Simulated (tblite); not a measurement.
Record of a relaxation.

Species: C3H5FOSi.
Bonds: C1–C2 (double), C2–C3, C3–O4 (double), C2–Si5, Si5–F6. Hydrogens: H7, H8 on C1; H9 on C3; H10, H11 on Si5.

Computed with GFN2-xTB (tblite), gas phase: L-BFGS steps from a force-field or distance-geometry start until the largest atomic force falls under 0.01 eV/Å. 14 of its 30 geometries are shown.

Step 0: E = -530.7692 eV, largest atomic force 1.786 eV/Å
```
atom  x, y, z in Å  |  force x, y, z in eV/Å
C1     -1.242   -0.340   -0.868   -0.333  -0.048  -0.446
C2     -0.314   -0.034    0.035   -1.360  -0.104   1.005
C3     -0.744    0.169    1.448    0.493   0.203  -0.098
O4      0.006    0.457    2.355   -0.320  -0.217  -0.627
Si5     1.485    0.130   -0.279    1.724   0.364   0.291
F6      1.700   -0.143   -1.859   -0.020   0.026   0.169
H7     -0.993   -0.502   -1.916   -0.059   0.046   0.359
H8     -2.298   -0.421   -0.613    0.267  -0.005  -0.054
H9     -1.833    0.063    1.624    0.045  -0.042  -0.040
H10     1.963    1.506    0.006   -0.181  -0.447  -0.229
H11     2.275   -0.881    0.459   -0.256   0.223  -0.332
```

Step 2: E = -530.8359 eV, largest atomic force 0.715 eV/Å
```
atom  x, y, z in Å  |  force x, y, z in eV/Å
C1     -1.249   -0.340   -0.874   -0.023   0.055   0.082
C2     -0.339   -0.037    0.053    0.238  -0.046  -0.125
C3     -0.746    0.172    1.439    0.229   0.186   0.513
O4      0.008    0.454    2.348   -0.276  -0.180  -0.634
Si5     1.520    0.138   -0.270   -0.082   0.027   0.163
F6      1.700   -0.142   -1.853    0.013   0.037   0.177
H7     -0.994   -0.501   -1.909    0.038   0.008   0.068
H8     -2.293   -0.422   -0.615   -0.117  -0.038  -0.047
H9     -1.831    0.062    1.623   -0.067  -0.017   0.029
H10     1.959    1.496   -0.001    0.024   0.037  -0.124
H11     2.269   -0.876    0.451    0.024  -0.068  -0.103
```

Step 4: E = -530.8451 eV, largest atomic force 0.217 eV/Å
```
atom  x, y, z in Å  |  force x, y, z in eV/Å
C1     -1.250   -0.338   -0.871   -0.001   0.021   0.032
C2     -0.334   -0.039    0.052   -0.044  -0.015   0.011
C3     -0.748    0.174    1.442   -0.079  -0.050  -0.196
O4      0.008    0.451    2.337    0.158   0.026   0.028
Si5     1.521    0.140   -0.263   -0.071  -0.002   0.085
F6      1.701   -0.141   -1.846    0.021   0.031   0.134
H7     -0.992   -0.500   -1.905    0.024   0.006   0.047
H8     -2.297   -0.423   -0.616   -0.038  -0.014  -0.029
H9     -1.833    0.061    1.624   -0.065  -0.001   0.030
H10     1.960    1.496   -0.006    0.041   0.094  -0.089
H11     2.270   -0.879    0.446    0.054  -0.096  -0.054
```

Step 7: E = -530.8531 eV, largest atomic force 0.141 eV/Å
```
atom  x, y, z in Å  |  force x, y, z in eV/Å
C1     -1.255   -0.334   -0.868   -0.071  -0.064  -0.104
C2     -0.339   -0.043    0.053   -0.068   0.037   0.027
C3     -0.754    0.174    1.435    0.017  -0.040   0.063
O4      0.021    0.448    2.317    0.004   0.024   0.045
Si5     1.519    0.144   -0.241   -0.013   0.007   0.037
F6      1.704   -0.135   -1.821    0.017   0.004  -0.005
H7     -0.987   -0.499   -1.896    0.013  -0.007  -0.075
H8     -2.305   -0.426   -0.622    0.013   0.014  -0.006
H9     -1.840    0.061    1.629    0.057   0.031   0.031
H10     1.965    1.507   -0.025    0.007   0.038  -0.017
H11     2.277   -0.893    0.432    0.023  -0.044   0.006
```

Step 9: E = -530.8546 eV, largest atomic force 0.091 eV/Å
```
atom  x, y, z in Å  |  force x, y, z in eV/Å
C1     -1.258   -0.337   -0.871   -0.007  -0.021  -0.037
C2     -0.345   -0.042    0.053    0.044   0.006  -0.004
C3     -0.753    0.171    1.436    0.036   0.028   0.079
O4      0.024    0.449    2.317   -0.036  -0.015  -0.026
Si5     1.517    0.145   -0.235    0.009   0.005   0.006
F6      1.706   -0.134   -1.817    0.007   0.006   0.019
H7     -0.986   -0.499   -1.899   -0.004  -0.006  -0.053
H8     -2.306   -0.426   -0.624   -0.028  -0.005  -0.026
H9     -1.839    0.063    1.632    0.018   0.012   0.056
H10     1.966    1.512   -0.029   -0.017  -0.026  -0.006
H11     2.280   -0.898    0.430   -0.022   0.015  -0.009
```

Step 11: E = -530.8551 eV, largest atomic force 0.048 eV/Å
```
atom  x, y, z in Å  |  force x, y, z in eV/Å
C1     -1.258   -0.339   -0.874    0.013   0.007   0.004
C2     -0.346   -0.042    0.052    0.014  -0.011   0.004
C3     -0.753    0.171    1.439   -0.011   0.014  -0.036
O4      0.024    0.449    2.318    0.026  -0.004   0.010
Si5     1.517    0.145   -0.234   -0.008  -0.004  -0.005
F6      1.707   -0.133   -1.815    0.008   0.004   0.009
H7     -0.986   -0.500   -1.903   -0.013  -0.001   0.006
H8     -2.308   -0.426   -0.626    0.007  -0.009  -0.040
H9     -1.837    0.064    1.636   -0.005   0.003   0.048
H10     1.966    1.512   -0.030   -0.012  -0.013   0.002
H11     2.279   -0.899    0.430   -0.019   0.013  -0.002
```

Step 13: E = -530.8555 eV, largest atomic force 0.039 eV/Å
```
atom  x, y, z in Å  |  force x, y, z in eV/Å
C1     -1.258   -0.339   -0.875    0.001   0.011   0.005
C2     -0.346   -0.042    0.052   -0.028  -0.004   0.014
C3     -0.752    0.172    1.439   -0.017  -0.008  -0.029
O4      0.026    0.449    2.318    0.036   0.003  -0.003
Si5     1.516    0.145   -0.232   -0.019  -0.006  -0.011
F6      1.708   -0.132   -1.812    0.008  -0.002  -0.021
H7     -0.986   -0.500   -1.906   -0.001   0.001   0.027
H8     -2.308   -0.427   -0.631    0.026  -0.006  -0.029
H9     -1.836    0.065    1.643    0.004   0.005   0.016
H10     1.965    1.512   -0.032   -0.005   0.011   0.014
H11     2.278   -0.900    0.428   -0.005  -0.004   0.018
```

Step 16: E = -530.8559 eV, largest atomic force 0.042 eV/Å
```
atom  x, y, z in Å  |  force x, y, z in eV/Å
C1     -1.258   -0.339   -0.877   -0.014  -0.001  -0.004
C2     -0.349   -0.043    0.053   -0.003   0.008  -0.005
C3     -0.753    0.173    1.440    0.019  -0.008   0.037
O4      0.032    0.448    2.315    0.011  -0.001  -0.033
Si5     1.513    0.145   -0.232    0.005   0.002  -0.005
F6      1.711   -0.131   -1.812   -0.002  -0.002  -0.009
H7     -0.986   -0.501   -1.906    0.033   0.000  -0.005
H8     -2.308   -0.429   -0.639   -0.029  -0.002   0.008
H9     -1.834    0.067    1.653    0.001   0.004  -0.011
H10     1.962    1.512   -0.032   -0.011  -0.001   0.013
H11     2.275   -0.900    0.430   -0.010   0.001   0.014
```

Step 18: E = -530.8562 eV, largest atomic force 0.039 eV/Å
```
atom  x, y, z in Å  |  force x, y, z in eV/Å
C1     -1.258   -0.339   -0.878   -0.013  -0.008  -0.004
C2     -0.352   -0.043    0.053    0.018  -0.001  -0.020
C3     -0.752    0.172    1.441    0.022   0.007  -0.005
O4      0.037    0.448    2.312    0.009  -0.002  -0.001
Si5     1.512    0.145   -0.232    0.007   0.002   0.005
F6      1.712   -0.131   -1.813   -0.009   0.001   0.019
H7     -0.983   -0.501   -1.907    0.029   0.004  -0.008
H8     -2.309   -0.430   -0.644   -0.036   0.000   0.015
H9     -1.833    0.069    1.658    0.005  -0.001  -0.005
H10     1.960    1.512   -0.029   -0.014  -0.014   0.005
H11     2.272   -0.900    0.432   -0.018   0.012  -0.001
```

Step 20: E = -530.8564 eV, largest atomic force 0.042 eV/Å
```
atom  x, y, z in Å  |  force x, y, z in eV/Å
C1     -1.260   -0.339   -0.879   -0.003  -0.009  -0.001
C2     -0.354   -0.043    0.053    0.003  -0.008  -0.013
C3     -0.750    0.172    1.442    0.006   0.012  -0.040
O4      0.044    0.448    2.308    0.007  -0.004   0.015
Si5     1.510    0.145   -0.232   -0.011   0.000   0.010
F6      1.713   -0.131   -1.813   -0.009   0.001   0.019
H7     -0.979   -0.501   -1.907    0.000   0.006   0.006
H8     -2.312   -0.431   -0.648    0.003   0.003   0.005
H9     -1.831    0.071    1.662    0.024  -0.002  -0.003
H10     1.956    1.512   -0.027   -0.008  -0.004   0.004
H11     2.269   -0.899    0.435   -0.011   0.006   0.000
```

Step 22: E = -530.8566 eV, largest atomic force 0.021 eV/Å
```
atom  x, y, z in Å  |  force x, y, z in eV/Å
C1     -1.262   -0.340   -0.880    0.005  -0.003   0.000
C2     -0.355   -0.043    0.051   -0.008  -0.001   0.002
C3     -0.748    0.173    1.441    0.000   0.003  -0.010
O4      0.047    0.447    2.306    0.003  -0.003  -0.006
Si5     1.509    0.145   -0.232   -0.010   0.001   0.007
F6      1.713   -0.131   -1.811   -0.005  -0.002   0.002
H7     -0.976   -0.500   -1.907   -0.018   0.000   0.001
H8     -2.314   -0.432   -0.649    0.020   0.003  -0.001
H9     -1.829    0.072    1.664    0.019   0.000  -0.008
H10     1.954    1.511   -0.026   -0.004   0.008   0.006
H11     2.266   -0.899    0.436   -0.002  -0.006   0.008
```

Step 25: E = -530.8567 eV, largest atomic force 0.018 eV/Å
```
atom  x, y, z in Å  |  force x, y, z in eV/Å
C1     -1.262   -0.341   -0.881    0.003   0.003  -0.003
C2     -0.355   -0.044    0.050    0.010   0.004  -0.003
C3     -0.747    0.173    1.440    0.005  -0.006   0.012
O4      0.050    0.447    2.304    0.009   0.001  -0.010
Si5     1.507    0.145   -0.230    0.014   0.003   0.002
F6      1.712   -0.131   -1.810   -0.003  -0.001   0.003
H7     -0.976   -0.500   -1.907   -0.011  -0.006  -0.013
H8     -2.314   -0.432   -0.651   -0.006  -0.001   0.005
H9     -1.826    0.072    1.665   -0.014   0.001  -0.002
H10     1.952    1.512   -0.024   -0.004   0.003   0.005
H11     2.264   -0.899    0.438   -0.002  -0.002   0.005
```

Step 27: E = -530.8567 eV, largest atomic force 0.016 eV/Å
```
atom  x, y, z in Å  |  force x, y, z in eV/Å
C1     -1.262   -0.341   -0.882   -0.005   0.005  -0.004
C2     -0.355   -0.043    0.050    0.011  -0.001  -0.010
C3     -0.745    0.173    1.439    0.001  -0.004  -0.007
O4      0.054    0.446    2.301    0.006   0.001   0.002
Si5     1.507    0.145   -0.229    0.015   0.001  -0.001
F6      1.711   -0.131   -1.809    0.002   0.001   0.004
H7     -0.978   -0.501   -1.909   -0.002  -0.004  -0.007
H8     -2.313   -0.432   -0.652   -0.013  -0.002   0.009
H9     -1.824    0.073    1.665   -0.014   0.001   0.008
H10     1.949    1.513   -0.022   -0.001  -0.001   0.003
H11     2.262   -0.900    0.440   -0.001   0.002   0.002
```

Step 29: E = -530.8568 eV, largest atomic force 0.009 eV/Å
```
atom  x, y, z in Å  |  force x, y, z in eV/Å
C1     -1.262   -0.341   -0.882   -0.006   0.003  -0.002
C2     -0.355   -0.044    0.049   -0.002  -0.004  -0.005
C3     -0.744    0.173    1.439   -0.003   0.000  -0.009
O4      0.056    0.446    2.300   -0.004  -0.002  -0.001
Si5     1.508    0.145   -0.228    0.001   0.000  -0.001
F6      1.711   -0.131   -1.808    0.008   0.001  -0.002
H7     -0.979   -0.501   -1.910   -0.003  -0.001   0.002
H8     -2.314   -0.432   -0.651   -0.002  -0.001   0.006
H9     -1.824    0.073    1.665    0.004   0.002   0.007
H10     1.948    1.513   -0.021    0.003   0.001   0.003
H11     2.261   -0.900    0.441    0.004   0.001   0.003
```

Question: Summarise the path.

Answer: The energy falls by 2.02 kcal/mol from step 0 to step 29; nine tenths of that is first reached at step 5. It falls at every step. The largest force goes from 1.786 to 0.009 eV/Å. Among the bonds C2–Si5 changes most, from 1.834 to 1.893 Å; the atoms move by 0.043 Å rms after alignment.

What follows is the cost of the whole relaxation. Time: 1.0 s wall, 0.37 s CPU. Hardware: Intel Xeon at 2.50 GHz, one thread (shared host).
